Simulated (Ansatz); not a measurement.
Relaxation of the cluster B₈H₁₃⁻ (charge -1, singlet) with RKS r2SCAN-D4/def2-SVPD in Ansatz.

Positions (Å) and forces (eV/Å) at steps 14, 15, 16, 17, 18, 19, 20, 21, 22, 23, 24, 25, 27 of 27:

```xyz
21
step=14 energy=-5615.0143 eV
B    -0.096   -1.513   -0.003    0.221   -0.065   -0.022
B    -1.971    0.357    1.142    0.053    0.336    0.021
B     1.059   -0.312    0.746    0.153   -0.074   -0.054
B     0.896   -0.208   -0.837   -0.116   -0.060   -0.184
B    -0.400   -0.627    1.592   -0.169    0.006   -0.011
B     1.377    1.408   -0.476   -0.040    0.063   -0.041
B     1.109    0.650   -2.231    0.093    0.094   -0.112
B    -1.723   -1.178    0.506    0.007   -0.091    0.049
H    -2.787    0.477    2.038    0.020    0.018   -0.038
H     0.086    0.875   -2.863    0.135   -0.011    0.114
H     0.514    2.164   -0.075    0.041   -0.014   -0.040
H    -2.441   -2.158    0.488    0.094    0.197    0.019
H     2.087    0.262   -2.865   -0.144    0.094    0.112
H     0.237   -2.666   -0.177   -0.005    0.091   -0.016
H     2.164   -0.734    1.019   -0.110   -0.052    0.041
H    -0.761    0.680    1.699   -0.162   -0.141   -0.087
H    -1.861    1.289    0.343   -0.041   -0.203    0.150
H     1.473    1.861   -1.825   -0.050   -0.226    0.110
H     2.521    1.636   -0.135   -0.074    0.023   -0.026
H    -1.070   -1.084   -0.755    0.065   -0.039    0.113
H    -0.415   -1.180    2.672    0.027    0.055   -0.100
21
step=15 energy=-5615.0016 eV rejected
B    -0.056   -1.555    0.006   -0.265   -0.026    0.073
B    -1.944    0.411    1.101    0.199    0.035   -0.189
B     1.104   -0.328    0.661   -0.014   -0.183    0.080
B     0.892   -0.322   -0.937    0.009    0.449    0.109
B    -0.367   -0.548    1.546    0.090   -0.168    0.035
B     1.306    1.295   -0.377    0.165    0.307   -0.450
B     1.095    0.674   -2.236    0.055   -0.071   -0.103
B    -1.679   -1.171    0.541   -0.088   -0.085   -0.060
H    -2.759    0.567    1.990    0.036   -0.041   -0.004
H     0.083    0.975   -2.848    0.085   -0.043    0.055
H     0.417    2.029    0.007   -0.001   -0.072   -0.040
H    -2.429   -2.119    0.572    0.021    0.064   -0.026
H     2.094    0.413   -2.907   -0.164    0.077    0.164
H     0.267   -2.714   -0.133   -0.069    0.032    0.036
H     2.153   -0.860    0.975   -0.070    0.145   -0.045
H    -0.758    0.754    1.620   -0.006    0.067    0.026
H    -1.886    1.275    0.222   -0.003   -0.218    0.171
H     1.428    1.841   -1.687    0.000   -0.290    0.189
H     2.433    1.590   -0.034    0.018    0.011    0.046
H    -1.046   -1.164   -0.737    0.013   -0.028    0.011
H    -0.350   -1.045    2.653   -0.011    0.042   -0.079
21
step=16 energy=-5615.0424 eV
B    -0.078   -1.534    0.004   -0.083    0.076   -0.045
B    -1.948    0.382    1.146    0.079    0.079   -0.031
B     1.078   -0.330    0.705    0.010    0.001   -0.008
B     0.890   -0.234   -0.879   -0.101   -0.374    0.237
B    -0.392   -0.614    1.567    0.106    0.008    0.098
B     1.329    1.382   -0.457    0.091    0.097    0.037
B     1.117    0.649   -2.229    0.043    0.209   -0.310
B    -1.704   -1.166    0.524   -0.062   -0.090   -0.075
H    -2.761    0.516    2.039    0.008   -0.024   -0.001
H     0.112    0.906   -2.862    0.017    0.003   -0.016
H     0.437    2.124   -0.100   -0.003   -0.057    0.033
H    -2.454   -2.109    0.515    0.001   -0.013   -0.013
H     2.113    0.322   -2.855   -0.041   -0.013    0.025
H     0.242   -2.687   -0.167    0.003    0.013    0.000
H     2.148   -0.810    1.008   -0.010    0.098   -0.020
H    -0.750    0.690    1.679   -0.053    0.077   -0.004
H    -1.864    1.276    0.316    0.003   -0.040    0.043
H     1.470    1.836   -1.775   -0.002   -0.056    0.040
H     2.453    1.659   -0.091   -0.017    0.011    0.037
H    -1.054   -1.112   -0.740   -0.001   -0.014   -0.020
H    -0.385   -1.146    2.653    0.014    0.010   -0.007
21
step=17 energy=-5615.0467 eV
B    -0.081   -1.550    0.008   -0.057    0.019    0.010
B    -1.935    0.395    1.143    0.013   -0.162   -0.060
B     1.080   -0.328    0.673    0.045    0.014    0.107
B     0.875   -0.285   -0.912    0.112    0.368   -0.325
B    -0.378   -0.585    1.559    0.004   -0.086   -0.027
B     1.314    1.345   -0.428   -0.014   -0.073   -0.119
B     1.120    0.663   -2.259   -0.092   -0.268    0.365
B    -1.700   -1.173    0.532    0.052    0.161    0.114
H    -2.745    0.531    2.036   -0.016   -0.020    0.015
H     0.130    0.965   -2.891   -0.029    0.018   -0.022
H     0.404    2.063   -0.069   -0.020   -0.005   -0.036
H    -2.462   -2.103    0.535   -0.043   -0.054   -0.009
H     2.119    0.365   -2.885    0.041   -0.022   -0.005
H     0.239   -2.703   -0.147   -0.003   -0.045   -0.004
H     2.148   -0.796    0.995   -0.003    0.002   -0.036
H    -0.752    0.720    1.662    0.016    0.084    0.018
H    -1.874    1.263    0.292    0.002    0.043   -0.039
H     1.482    1.815   -1.729    0.020    0.044    0.068
H     2.423    1.641   -0.031   -0.005   -0.017   -0.006
H    -1.059   -1.149   -0.739   -0.010    0.020   -0.033
H    -0.348   -1.094    2.654   -0.013   -0.018    0.024
21
step=18 energy=-5614.8324 eV rejected
B    -0.074   -1.454   -0.091   -0.862   -1.016    0.991
B    -1.939    0.357    1.159    0.029   -0.150    0.171
B     1.083   -0.276    0.715   -0.216   -0.067   -0.111
B     0.827   -0.227   -0.869    0.442    0.241   -0.543
B    -0.357   -0.628    1.567    0.046    0.531    0.169
B     1.314    1.381   -0.448    0.010   -0.045    0.094
B     1.119    0.593   -2.233    0.217    0.676   -0.214
B    -1.674   -1.213    0.581   -0.598    0.402   -0.480
H    -2.739    0.479    2.064   -0.013    0.076    0.042
H     0.185    0.981   -2.901   -0.033   -0.009    0.014
H     0.379    2.102   -0.179   -0.058    0.012    0.080
H    -2.451   -2.136    0.490    0.166   -0.043    0.263
H     2.110    0.229   -2.845    0.004   -0.039    0.093
H     0.180   -2.626   -0.172    0.298   -0.114   -0.370
H     2.164   -0.755    0.949    0.074   -0.102   -0.003
H    -0.745    0.693    1.645   -0.014    0.044    0.173
H    -1.870    1.236    0.313   -0.063   -0.081   -0.004
H     1.581    1.770   -1.698   -0.016   -0.072   -0.450
H     2.400    1.690   -0.001    0.003   -0.038    0.103
H    -1.177   -1.073   -0.717    0.626   -0.105    0.073
H    -0.317   -1.123    2.672   -0.040   -0.101   -0.091
21
step=19 energy=-5615.0571 eV
B    -0.085   -1.535   -0.004   -0.030   -0.008    0.032
B    -1.940    0.385    1.152    0.007    0.011    0.012
B     1.080   -0.319    0.679   -0.038    0.007   -0.017
B     0.873   -0.262   -0.909   -0.017   -0.061    0.057
B    -0.376   -0.591    1.564    0.036   -0.006   -0.023
B     1.315    1.357   -0.442    0.003    0.010    0.003
B     1.126    0.651   -2.249   -0.005    0.031   -0.016
B    -1.701   -1.170    0.538    0.008   -0.006    0.004
H    -2.750    0.510    2.049    0.000    0.000    0.002
H     0.144    0.959   -2.893    0.007    0.006   -0.009
H     0.397    2.073   -0.102   -0.009    0.003   -0.011
H    -2.457   -2.109    0.537    0.003   -0.003    0.002
H     2.126    0.325   -2.865    0.010   -0.002    0.007
H     0.230   -2.691   -0.167    0.009    0.000   -0.013
H     2.155   -0.787    0.978    0.007   -0.014   -0.012
H    -0.754    0.718    1.671   -0.008    0.013    0.006
H    -1.883    1.262    0.307   -0.005    0.005   -0.002
H     1.505    1.814   -1.738    0.011   -0.005    0.000
H     2.419    1.646   -0.027   -0.004    0.016   -0.003
H    -1.072   -1.127   -0.737    0.018    0.004   -0.016
H    -0.351   -1.111    2.655   -0.003   -0.003   -0.004
21
step=20 energy=-5615.0582 eV
B    -0.093   -1.538   -0.009    0.048    0.028    0.013
B    -1.941    0.385    1.173   -0.001    0.050   -0.003
B     1.076   -0.318    0.664    0.021    0.008    0.037
B     0.870   -0.272   -0.922    0.013    0.048   -0.018
B    -0.368   -0.587    1.560   -0.016    0.023    0.003
B     1.299    1.353   -0.449   -0.060   -0.021    0.022
B     1.148    0.648   -2.256   -0.004   -0.019    0.019
B    -1.702   -1.164    0.545   -0.016   -0.042   -0.007
H    -2.742    0.505    2.078    0.000   -0.039    0.022
H     0.177    0.968   -2.910    0.029    0.009   -0.037
H     0.354    2.052   -0.148    0.006    0.015    0.017
H    -2.457   -2.104    0.546   -0.005    0.012   -0.003
H     2.159    0.316   -2.850   -0.003   -0.001   -0.020
H     0.218   -2.694   -0.176   -0.007    0.008    0.000
H     2.151   -0.790    0.957    0.012   -0.016   -0.016
H    -0.754    0.726    1.677    0.020   -0.022    0.011
H    -1.910    1.277    0.341    0.023   -0.029   -0.032
H     1.538    1.806   -1.731   -0.004   -0.044   -0.026
H     2.382    1.666    0.003   -0.005    0.007    0.009
H    -1.074   -1.126   -0.741   -0.040    0.029    0.003
H    -0.332   -1.110    2.649   -0.011   -0.004    0.008
21
step=21 energy=-5615.0618 eV
B    -0.099   -1.533   -0.013    0.051   -0.002    0.005
B    -1.936    0.386    1.189   -0.022    0.058    0.010
B     1.076   -0.316    0.657   -0.013    0.006    0.026
B     0.863   -0.272   -0.929    0.020    0.040   -0.039
B    -0.362   -0.587    1.562   -0.015    0.027    0.012
B     1.278    1.355   -0.452   -0.021   -0.009    0.036
B     1.165    0.641   -2.262   -0.027   -0.006    0.010
B    -1.703   -1.162    0.554   -0.005   -0.029   -0.022
H    -2.733    0.496    2.099    0.008   -0.021    0.010
H     0.214    0.972   -2.941    0.035   -0.004   -0.021
H     0.319    2.048   -0.177    0.026   -0.016    0.000
H    -2.461   -2.100    0.553   -0.001    0.015    0.002
H     2.187    0.302   -2.836   -0.009    0.000    0.000
H     0.208   -2.689   -0.189   -0.007    0.004    0.000
H     2.151   -0.797    0.936    0.010    0.004   -0.024
H    -0.749    0.727    1.689    0.010   -0.028    0.004
H    -1.913    1.276    0.354    0.013   -0.036   -0.006
H     1.555    1.796   -1.730    0.004   -0.023   -0.021
H     2.347    1.684    0.026   -0.023    0.003    0.003
H    -1.084   -1.113   -0.737   -0.026    0.019    0.012
H    -0.322   -1.116    2.648   -0.008   -0.001    0.003
21
step=22 energy=-5615.0678 eV
B    -0.118   -1.515   -0.030    0.013   -0.033   -0.012
B    -1.934    0.382    1.252   -0.024    0.020    0.021
B     1.066   -0.299    0.629   -0.022    0.002    0.029
B     0.841   -0.271   -0.958    0.031    0.019   -0.066
B    -0.346   -0.585    1.566   -0.005    0.043    0.018
B     1.224    1.360   -0.468    0.033    0.072    0.055
B     1.223    0.619   -2.287   -0.038    0.029   -0.063
B    -1.707   -1.154    0.583    0.014   -0.002   -0.038
H    -2.711    0.461    2.185    0.021    0.004   -0.027
H     0.341    0.984   -3.046    0.105   -0.047    0.088
H     0.219    2.023   -0.280    0.114   -0.067   -0.036
H    -2.471   -2.086    0.574    0.003    0.002    0.010
H     2.279    0.253   -2.787   -0.066    0.009    0.049
H     0.172   -2.672   -0.229   -0.013    0.004   -0.004
H     2.150   -0.792    0.860   -0.023    0.014   -0.029
H    -0.742    0.727    1.728    0.004   -0.015    0.000
H    -1.949    1.270    0.414   -0.004   -0.018    0.031
H     1.628    1.763   -1.728   -0.017    0.008    0.049
H     2.241    1.735    0.101   -0.139   -0.043   -0.085
H    -1.118   -1.072   -0.725    0.001   -0.004    0.026
H    -0.290   -1.132    2.644    0.011    0.004   -0.016
21
step=23 energy=-5615.0710 eV
B    -0.126   -1.510   -0.038    0.008   -0.028   -0.015
B    -1.933    0.382    1.274   -0.010    0.011    0.008
B     1.062   -0.296    0.618   -0.048    0.030    0.020
B     0.836   -0.273   -0.969    0.030    0.013   -0.058
B    -0.340   -0.583    1.566   -0.003    0.033    0.021
B     1.203    1.360   -0.474    0.044    0.057    0.004
B     1.247    0.614   -2.291   -0.026    0.025   -0.040
B    -1.709   -1.150    0.591    0.018   -0.001   -0.032
H    -2.702    0.450    2.213    0.015    0.005   -0.015
H     0.390    0.980   -3.074    0.067   -0.033    0.057
H     0.187    2.015   -0.321    0.093   -0.071   -0.012
H    -2.473   -2.082    0.584    0.001    0.006    0.006
H     2.314    0.240   -2.760   -0.050    0.009    0.040
H     0.157   -2.668   -0.245   -0.010    0.003   -0.001
H     2.147   -0.794    0.833   -0.008    0.022   -0.027
H    -0.738    0.728    1.741    0.000   -0.017   -0.002
H    -1.961    1.274    0.441   -0.005   -0.016    0.026
H     1.644    1.758   -1.723   -0.020   -0.013    0.048
H     2.198    1.752    0.116   -0.095   -0.033   -0.047
H    -1.130   -1.060   -0.722   -0.004   -0.005    0.026
H    -0.274   -1.137    2.640    0.005    0.001   -0.009
21
step=24 energy=-5615.0757 eV
B    -0.143   -1.498   -0.056    0.010    0.004   -0.031
B    -1.936    0.376    1.324    0.019    0.000   -0.013
B     1.043   -0.276    0.593    0.007    0.018    0.010
B     0.827   -0.275   -0.997    0.016   -0.012   -0.007
B    -0.332   -0.577    1.566   -0.003    0.018    0.006
B     1.170    1.358   -0.494   -0.019    0.035   -0.066
B     1.300    0.601   -2.305    0.027   -0.036    0.032
B    -1.714   -1.141    0.606    0.016    0.005   -0.010
H    -2.686    0.417    2.278   -0.001   -0.002    0.001
H     0.499    0.967   -3.139    0.011    0.003    0.009
H     0.137    1.988   -0.393    0.028   -0.003   -0.019
H    -2.477   -2.074    0.602   -0.002    0.006    0.000
H     2.390    0.209   -2.700   -0.047    0.024    0.018
H     0.123   -2.657   -0.277   -0.004    0.002    0.004
H     2.137   -0.769    0.773   -0.001   -0.025   -0.012
H    -0.738    0.728    1.773   -0.011   -0.012   -0.004
H    -1.997    1.283    0.510    0.003   -0.011    0.010
H     1.676    1.747   -1.720   -0.026   -0.016    0.058
H     2.120    1.774    0.142   -0.006    0.000   -0.003
H    -1.158   -1.033   -0.715   -0.015   -0.003    0.022
H    -0.240   -1.149    2.628   -0.002    0.005   -0.006
21
step=25 energy=-5615.0774 eV
B    -0.153   -1.491   -0.067   -0.012    0.003   -0.014
B    -1.933    0.375    1.350    0.016    0.017    0.003
B     1.037   -0.267    0.580   -0.011    0.017    0.018
B     0.825   -0.281   -1.010    0.004   -0.008    0.001
B    -0.324   -0.573    1.566    0.002   -0.001    0.007
B     1.144    1.358   -0.507    0.008    0.023   -0.051
B     1.330    0.592   -2.307    0.029   -0.017   -0.022
B    -1.713   -1.135    0.615    0.007   -0.013   -0.022
H    -2.674    0.401    2.312    0.003   -0.003   -0.002
H     0.560    0.959   -3.170    0.017   -0.004    0.013
H     0.100    1.975   -0.450    0.013   -0.012    0.015
H    -2.479   -2.065    0.613   -0.002   -0.001    0.003
H     2.434    0.201   -2.659   -0.037    0.012   -0.004
H     0.102   -2.651   -0.295    0.000    0.003    0.001
H     2.131   -0.775    0.733    0.001    0.008   -0.009
H    -0.734    0.728    1.791   -0.007    0.000    0.001
H    -2.010    1.288    0.546    0.001   -0.007    0.001
H     1.690    1.739   -1.712   -0.012   -0.009    0.050
H     2.065    1.794    0.160   -0.009   -0.005   -0.005
H    -1.176   -1.017   -0.709   -0.007   -0.005    0.017
H    -0.220   -1.154    2.622   -0.004    0.003   -0.004
21
step=27 energy=-5615.0782 eV
B    -0.160   -1.487   -0.076   -0.007    0.005    0.007
B    -1.932    0.374    1.364    0.004   -0.002    0.004
B     1.029   -0.258    0.572   -0.006    0.003    0.007
B     0.824   -0.285   -1.019    0.000    0.000    0.007
B    -0.322   -0.569    1.566    0.015   -0.004   -0.009
B     1.133    1.357   -0.517    0.002    0.013    0.004
B     1.350    0.586   -2.309   -0.004   -0.009   -0.018
B    -1.713   -1.135    0.623    0.000   -0.008   -0.010
H    -2.669    0.393    2.329    0.001    0.000   -0.002
H     0.598    0.960   -3.184   -0.002    0.001    0.007
H     0.085    1.967   -0.476    0.002   -0.001    0.000
H    -2.480   -2.065    0.629    0.001    0.000   -0.001
H     2.457    0.199   -2.649    0.007   -0.002   -0.001
H     0.092   -2.647   -0.306    0.000    0.000    0.000
H     2.125   -0.768    0.704   -0.002   -0.005   -0.001
H    -0.735    0.729    1.802   -0.003    0.011    0.001
H    -2.019    1.287    0.560    0.000    0.002   -0.001
H     1.705    1.733   -1.701   -0.001    0.004    0.008
H     2.036    1.798    0.171   -0.005   -0.006   -0.004
H    -1.193   -1.014   -0.702   -0.003   -0.002    0.000
H    -0.212   -1.155    2.619    0.001    0.001    0.001
```

Another isomer (singlet) lies 1.33 eV lower at PBE0-D4/def2-TZVPD; other spin states weren't run for this one.
